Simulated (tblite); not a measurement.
Species: C5H4ClOP.
Bonds: C1–C2 (double), C2–C3, C3–O4 (aromatic), O4–C5 (aromatic), C5–P6 (aromatic), P6–C7 (aromatic), C7–Cl8, C3–C7 (aromatic). Hydrogens: H9, H10 on C1; H11 on C2; H12 on C5.

A start from a force field or distance geometry was refined with GFN2-xTB geometry optimisation, gas phase in tblite 0.8.0. Values at the start:

```csv
coordinate,start
C1=C2,1.337 Å
C1–H9,1.089 Å
C1–H10,1.081 Å
C2–C3,1.446 Å
C2–H11,1.079 Å
C3–O4,1.376 Å
C3–C7,1.409 Å
O4–C5,1.360 Å
C5–P6,1.818 Å
C5–H12,1.080 Å
P6–C7,1.852 Å
C7–Cl8,1.715 Å
C1–C2–C3,120.5°
C2–C3–O4,121.9°
C3–C7–P6,115.3°
C3–C7–Cl8,127.2°
O4–C3–C7,111.5°
O4–C5–P6,117.9°
C5–P6–C7,82.5°
P6–C7–Cl8,117.4°
C1–C2–C3–O4,1°
```

How do these coordinates change at the GFN2-xTB level?

```
 coordinate  GFN2-xTB (Å or °)  change
      C5–P6              1.710  -0.108
      P6–C7              1.773  -0.079
      C3–O4              1.341  -0.035
      C3–C7              1.377  -0.032
      O4–C5              1.333  -0.027
      C1–H9              1.075  -0.014
      C1=C2              1.329  -0.008
     C1–H10              1.077  -0.004
     C5–H12              1.076  -0.004
      C2–C3              1.443  -0.003
     C2–H11              1.080  +0.001
     C7–Cl8              1.714  -0.001
  P6–C7–Cl8              124.2    +6.8
  C3–C7–Cl8              123.6    -3.6
   C5–P6–C7               86.1    +3.6
   C1–C2–C3              123.7    +3.2
   C3–C7–P6              112.3    -3.0
   C2–C3–O4              119.5    -2.4
   O4–C3–C7              112.7    +1.2
   O4–C5–P6              116.8    -1.1
C1–C2–C3–O4                  0      -1
```

The energy falls by 9.5 kcal/mol over 25 L-BFGS steps, the largest force on an atom goes from 4.16 to 0.009 eV/Å, and the atoms move by 0.060 Å rms after alignment. The bond that changes most is C5–P6 (ends: aromatic CH next to a ring oxygen; phosphorus bonded to 2 C), which shortens by 0.108 Å. Bonds longer at the end by more than 0.005 Å: 0 of 12; shorter: 7. Rotational constants go from 1840, 1364, 783.4 to 1840, 1456, 812.7 MHz.

The run took 0.29 s on one thread, Arm Neoverse N1 (aarch64) (shared host).

Its GFN2-xTB frequencies are all real (lowest 92 cm⁻¹). The numbers are those of one conformer.

The values belong to the conformer `[CH2:1]=[CH:2][c:3]1[o:4][cH:5][p:6][c:7]1[Cl:8]`: C1–C2–C3–O4 0°.

All values are computed, not measured.
